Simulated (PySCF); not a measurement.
C₄H₆FO₂ (charge +1).
SMILES with atom numbers: `[CH3:1][C+:2]1[O:3][CH2:4][C@H:5]([F:6])[O:7]1` (hydrogens: H8, H9, H10 on C1; H11, H12 on C4; H13 on C5)

Computed geometry: GFN2-xTB, gas phase.

Problem. List the bond lengths, angles and torsions at this level.

Solution. 
```
                bond  length (bohr)
               C1–C2          2.750
               C2–O3          2.410
               O3–C4          2.706
               C4–C5          2.914
               C5–F6          2.538
               C5–O7          2.704
               C2–O7          2.441
C1–H8, C1–H9, C1–H10          2.063
              C4–H11          2.069
              C4–H12          2.065
              C5–H13          2.071
```

Bonds in one row agree within 0.02 bohr and their mean is given. A selection of angles:
```
     angle  degrees
  C2–C1–H8    111.0
  C2–C1–H9    109.1
  H8–C1–H9    108.7
 H8–C1–H10    111.6
 H9–C1–H10    105.7
  C1–C2–O3    122.7
  C1–C2–O7    122.1
  O3–C2–O7    115.2
  C2–O3–C4    109.8
  O3–C4–C5    102.5
 O3–C4–H11    109.2
 O3–C4–H12    108.8
 C5–C4–H11    111.8
 C5–C4–H12    114.3
H11–C4–H12    109.9
  C4–C5–F6    111.1
  C4–C5–O7    102.3
 C4–C5–H13    117.4
  F6–C5–O7    107.2
 F6–C5–H13    108.4
 O7–C5–H13    109.9
  C2–O7–C5    109.3
```

Torsions: C1–C2–O3–C4 180° (antiperiplanar); C2–O3–C4–C5 5° (synperiplanar); O3–C4–C5–F6 106° (anticlinal); C4–C5–O7–C2 9° (synperiplanar); C1–C2–O7–C5 174° (antiperiplanar).

The 5-membered ring C2–O3–C4–C5–O7 has internal angles of 102.3° to 115.2°; it is slightly puckered (a soft mode that the optimisation may not have finished), 0.04 Å rms from its mean plane, widest ring torsion 9°. O7 (oxygen bonded to 2 C) is bent (angle 109.3°). The C–C distances run from 1.455 Å (C1–C2, drawn single) to 1.542 Å (C4–C5, drawn single), a spread of 0.087 Å. C2 (carbon bonded to C and 2 O) is planar (angles 122.7°, 122.1° and 115.2°, sum 360.0°, 0.00 Å off the plane of its three neighbours). The 4 C–O bonds span 1.275 Å (C2–O3, drawn single) to 1.432 Å (O3–C4, drawn single), a spread of 0.157 Å. O3 (oxygen bonded to 2 C) is bent (angle 109.8°).

Point group: C1 (no symmetry element, even within 0.4 Å). No GFN2-xTB frequencies stand behind this structure, so it isn't proved a minimum.
